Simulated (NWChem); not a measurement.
# C₄H₆S; SMILES C#CCSC

```xyz
11

C     -0.4874    -2.4875    -0.2946
C      0.1838    -1.5428     0.0471
C      0.9632    -0.3886     0.4740
S      0.4412     1.2072    -0.3016
C     -1.2854     1.2894     0.2856
H     -1.0642    -3.3277    -0.6076
H      2.0160    -0.5027     0.1918
H      0.9295    -0.2828     1.5650
H     -1.7288     2.1801    -0.1672
H     -1.3335     1.3834     1.3750
H     -1.8435     0.4066    -0.0378
```
Atoms are numbered in this order, from 1.

Computed with NWChem. Pople sets run with spherical d functions. Structure relaxed at the B3LYP/6-31G* (spherical d) level. Level: B3LYP/6-31G* with SMD (1 M gas to 1 M solution), gas-phase geometry.

Task: Predict the results for solvent toluene. Quantities: solvation free energy (kcal/mol); cavity-dispersion-structure term (kcal/mol); dipole in solution (D).

Result: 
```
Property                                     Value
-------------------------------------------  -----
solvation free energy (kcal/mol)              -4.5
cavity-dispersion-structure term (kcal/mol)   -1.2
dipole in solution (D)                        1.67
```
